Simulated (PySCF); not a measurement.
C5H6, triplet, at a GFN2-xTB geometry (a higher spin typed on purpose: for a closed-shell molecule this is an excited state); PySCF with PBE0/6-31G*.

PySCF was given this input:
```python
from pyscf import gto, scf, dft

mol = gto.M(
    atom='''
C    -1.02054354    0.69786993   -0.18144605
C     0.35133137    1.13604866   -0.13324780
C     1.25674457   -0.03115147    0.09886376
C     0.26932388   -1.15049366    0.18874387
C    -1.06879064   -0.64736153    0.00798990
H    -1.85275942    1.35741342   -0.34289546
H     0.68687449    2.14951792   -0.23766020
H     1.86457381    0.07620663    1.01604709
H     1.98795985   -0.17249827   -0.71864280
H     0.53179540   -2.17441545    0.37123757
H    -1.94683797   -1.26569588    0.02649169
''',
    basis='6-31g*',
    spin=2,
    verbose=4,
)

mf = dft.UKS(mol)
mf.xc = 'pbe0'
mf.init_guess = '1e'
mf.kernel()
mf.analyze()
```

It wrote (shortened):

```
PySCF version 2.14.0

[INPUT] verbose = 4
[INPUT] num. atoms = 11
[INPUT] num. electrons = 36
[INPUT] charge = 0
[INPUT] spin (= nelec alpha-beta = 2S) = 2
[INPUT] symmetry False subgroup None
[INPUT] Mole.unit = angstrom
[INPUT] Symbol           X                Y                Z      unit          X                Y                Z       unit  Magmom
[...]
nuclear repulsion = 155.602248764793
number of shells = 42
number of NR pGTOs = 159
number of NR cGTOs = 82
basis = 6-31g*
ecp = {}

******** <class 'pyscf.dft.uks.UKS'> ********
method = UKS
initial guess = 1e
damping factor = 0
level_shift factor = 0
DIIS = <class 'pyscf.scf.diis.CDIIS'>
diis_start_cycle = 1
diis_space = 8
diis_damp = 0
SCF conv_tol = 1e-09
SCF conv_tol_grad = None
SCF max_cycles = 50
direct_scf = True
direct_scf_tol = 1e-13
number electrons alpha = 19  beta = 17
XC library pyscf.dft.libxc version 7.1.2
    S. Lehtola, C. Steigemann, M. J. T. Oliveira, and M. A. L. Marques,  SoftwareX 7, 1–5 (2018)
XC functionals = pbe0
    C. Adamo and V. Barone,  J. Chem. Phys. 110, 6158 (1999)
    M. Ernzerhof and G. E. Scuseria,  J. Chem. Phys. 110, 5029 (1999)
radial grids:
    Treutler-Ahlrichs [JCP 102, 346 (1995); DOI:10.1063/1.469408] (M4) radial grids

becke partition: Becke, JCP 88, 2547 (1988); DOI:10.1063/1.454033
pruning grids: <function nwchem_prune>
grids dens level: 3
symmetrized grids: False
atomic radii adjust function: <function treutler_atomic_radii_adjust>
small_rho_cutoff = 0
Set gradient conv threshold to 3.16228e-05
Initial guess from hcore.

tot grids = 129440
init E= -161.455584960813

cycle= 1 E= -164.065860945412  delta_E= -2.61  |g|= 4.52  |ddm|=   93

cycle= 2 E= -163.648066952183  delta_E= 0.418  |g|= 5.91  |ddm|= 94.2

cycle= 3 E= -181.148715186646  delta_E= -17.5  |g|= 4.59  |ddm|= 7.58

cycle= 4 E= -189.472071908757  delta_E= -8.32  |g|= 2.58  |ddm|= 5.29

cycle= 5 E= -193.509433558208  delta_E= -4.04  |g|= 0.664  |ddm|=  2.8
cycle= 6 E= -193.714615526078  delta_E= -0.205  |g|= 0.324  |ddm|= 0.898
cycle= 7 E= -193.762629462419  delta_E= -0.048  |g|= 0.137  |ddm|= 0.418
cycle= 8 E= -193.772252034775  delta_E= -0.00962  |g|= 0.021  |ddm|= 0.147
cycle= 9 E= -193.772380228133  delta_E= -0.000128  |g|= 0.0136  |ddm|= 0.0293
cycle= 10 E= -193.772481272181  delta_E= -0.000101  |g|= 0.00292  |ddm|= 0.0164
cycle= 11 E= -193.77248777676  delta_E= -6.5e-06  |g|= 0.000556  |ddm|= 0.00501
cycle= 12 E= -193.772488254275  delta_E= -4.78e-07  |g|= 0.000169  |ddm|= 0.00151
[...]
converged SCF energy = -193.772488289652  <S^2> = 2.0079797  2S+1 = 3.0053151
Total Energy =                        -193.772488289652330
[...]
spin_pop of  3 C 3pz       0.00600
spin_pop of  3 C 3dxy     -0.00001
spin_pop of  3 C 3dyz     -0.00010
spin_pop of  3 C 3dz^2    -0.00097
spin_pop of  3 C 3dxz      0.00004
spin_pop of  3 C 3dx2-y2   -0.00000
spin_pop of  4 C 1s       -0.00000
spin_pop of  4 C 2s        0.00278
spin_pop of  4 C 3s       -0.00019
spin_pop of  4 C 2px      -0.00805
spin_pop of  4 C 2py       0.00031
spin_pop of  4 C 2pz       0.16983
spin_pop of  4 C 3px      -0.00007
spin_pop of  4 C 3py       0.00003
spin_pop of  4 C 3pz       0.00171
spin_pop of  4 C 3dxy      0.00001
spin_pop of  4 C 3dyz      0.00042
spin_pop of  4 C 3dz^2    -0.00021
spin_pop of  4 C 3dxz      0.00054
spin_pop of  4 C 3dx2-y2   -0.00002
spin_pop of  5 H 1s       -0.00732
spin_pop of  5 H 2s        0.00003
spin_pop of  6 H 1s       -0.02791
spin_pop of  6 H 2s        0.00017
spin_pop of  7 H 1s        0.06640
spin_pop of  7 H 2s        0.00033
spin_pop of  8 H 1s        0.06862
spin_pop of  8 H 2s        0.00035
spin_pop of  9 H 1s       -0.02791
spin_pop of  9 H 2s        0.00017
spin_pop of  10 H 1s       -0.00731
spin_pop of  10 H 2s        0.00003
 ** Mulliken Spin Density (per atom)  **
spin density of  0 C =      0.16709
spin density of  1 C =      0.84487
spin density of  2 C =     -0.08958
spin density of  3 C =      0.84487
spin density of  4 C =      0.16708
spin density of  5 H =     -0.00729
spin density of  6 H =     -0.02774
spin density of  7 H =      0.06674
spin density of  8 H =      0.06897
spin density of  9 H =     -0.02774
spin density of  10 H =     -0.00729
 ** Mulliken pop alpha/beta on meta-lowdin orthogonal AOs **
 ** Mulliken pop       alpha | beta **
In total            19.00000 | 17.00000
 ** Mulliken atomic charges   ( Nelec_alpha | Nelec_beta ) **
charge of  0C =     -0.12427  (     3.14568      2.97859 )
charge of  1C =     -0.11181  (     3.47834      2.63347 )
charge of  2C =     -0.19306  (     3.05174      3.14132 )
charge of  3C =     -0.11180  (     3.47834      2.63347 )
charge of  4C =     -0.12427  (     3.14568      2.97860 )
charge of  5H =      0.11963  (     0.43654      0.44383 )
charge of  6H =      0.11470  (     0.42878      0.45652 )
charge of  7H =      0.09839  (     0.48417      0.41743 )
charge of  8H =      0.09815  (     0.48541      0.41644 )
charge of  9H =      0.11470  (     0.42878      0.45652 )
charge of  10H =      0.11963  (     0.43654      0.44383 )
Dipole moment(X, Y, Z, Debye):  0.00606,  0.00166,  0.01333
```
